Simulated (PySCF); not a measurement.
C2H8FNSi. Atoms are numbered in the order given.

```xyz
13

C      1.4982     1.2304     0.8203
C      0.8890     0.0316     0.0844
N      0.8091    -1.1216     0.9908
Si    -0.8794     0.4116    -0.4553
F     -1.5256    -0.9869    -1.0149
H      0.9150     1.4716     1.7232
H      2.5297     1.0038     1.1418
H      1.5439     2.1233     0.1759
H      1.4999    -0.1549    -0.8288
H      0.4429    -1.9364     0.4938
H      1.7439    -1.3812     1.3180
H     -1.7059     0.8735     0.6867
H     -0.9149     1.4000    -1.5660
```

The structure is a stationary point at TPSSh-D3(BJ)/def2-SVP. The structure was generated by enumeration; whether it is a known compound was not checked. Other conformers were not sampled.

All values below come from SMD-ωB97X/def2-SVP in PySCF.

Solvation free energies are E(SMD) − E(gas) at the gas-phase geometry, for 1 M in both phases. In vacuum the dipole moment is 2.11 D.

```csv
solvent,ΔG(solv) (kcal/mol),its non-electrostatic (CDS) part,dipole (D)
water,-1.7,3.7,2.67
n-hexane,-2.1,-0.2,2.30
chlorobenzene,?,?,?
```

Q: What belongs in the gaps? (An estimate is asked for; the answer gives what the named calculation found.)

A: 
- chlorobenzene, ΔG(solv) (kcal/mol): -3.7
- chlorobenzene, its non-electrostatic (CDS) part: 0.3
- chlorobenzene, dipole (D): 2.52
